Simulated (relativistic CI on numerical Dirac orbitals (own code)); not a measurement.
**Ligand-field terms of d8**

Computed with a parametric ligand-field model of a d^n configuration (Racah B and C, spin-orbit zeta, crystal field), exact diagonalisation.

Field parameters in Wybourne normalisation: Oh B⁴₀ = 21Dq, B⁴₄ = √(5/14) B⁴₀; Td as Oh with Dq negative (B⁴₀ = 21Dq, B⁴₄ = √(5/14) B⁴₀). The field is a parameter set, without covalency.

Question: A d8 ion in Td symmetry has the ground term 3T1 and bands at 3T2 8223 cm⁻¹ (1216 nm), 1T2 8484 cm⁻¹ (1179 nm), 1E 8658 cm⁻¹ (1155 nm), 3T1 14996 cm⁻¹ (667 nm), 1A1 16996 cm⁻¹ (588 nm), 3A2 17323 cm⁻¹ (577 nm). Which parameters reproduce them?

Answer: B = 510, C = 2560, ζ = 0 cm⁻¹, Td, 10Dq = -9100 cm⁻¹.

Question: Ground term and bands for B = 920, C = 4520, ζ = 0 cm⁻¹, Oh, 10Dq = 13400 cm⁻¹?

Answer: Ground term 3A2 with 2.00 electrons in the two orbitals of the cubic e set. Spin-allowed: 3T2 13400 cm⁻¹ (746 nm), 3T1 20915 cm⁻¹ (478 nm), 3T1 33085 cm⁻¹ (302 nm). Lowest spin-forbidden: 1E 16038 cm⁻¹ (624 nm), 1A1 26629 cm⁻¹ (376 nm), 1T2 29123 cm⁻¹ (343 nm). With an A2 ground term the first spin-allowed band lies at |10Dq| itself.

Question: Ground term and bands for B = 790, C = 3200, ζ = 0 cm⁻¹, Td, 10Dq = -3450 cm⁻¹?

Answer: Ground term 3T1 with 3.87 electrons in the two orbitals of the cubic e set. Spin-allowed: 3T2 2895 cm⁻¹, 3A2 6345 cm⁻¹ (1576 nm), 3T1 14191 cm⁻¹ (705 nm). Lowest spin-forbidden: 1T2 11243 cm⁻¹ (889 nm), 1E 11909 cm⁻¹ (840 nm), 1T2 17328 cm⁻¹ (577 nm).

Question: Ground term and bands for B = 790, C = 3020, ζ = 0 cm⁻¹, Oh, 10Dq = 21600 cm⁻¹?

Answer: Ground term 3A2 with 2.00 electrons in the two orbitals of the cubic e set. Spin-allowed: 3T2 21600 cm⁻¹ (463 nm), 3T1 29667 cm⁻¹ (337 nm), 3T1 46983 cm⁻¹ (213 nm). Lowest spin-forbidden: 1E 12190 cm⁻¹ (820 nm), 1A1 22197 cm⁻¹ (451 nm), 1T2 33630 cm⁻¹ (297 nm). With an A2 ground term the first spin-allowed band lies at |10Dq| itself.

Question: Ground term and bands for B = 390, C = 1560, ζ = 0 cm⁻¹, Oh, 10Dq = 11800 cm⁻¹?

Answer: Ground term 3A2 with 2.00 electrons in the two orbitals of the cubic e set. Spin-allowed: 3T2 11800 cm⁻¹ (847 nm), 3T1 15865 cm⁻¹ (630 nm), 3T1 25385 cm⁻¹ (394 nm). Lowest spin-forbidden: 1E 6164 cm⁻¹ (1622 nm), 1A1 11270 cm⁻¹ (887 nm), 1T2 17892 cm⁻¹ (559 nm). With an A2 ground term the first spin-allowed band lies at |10Dq| itself.
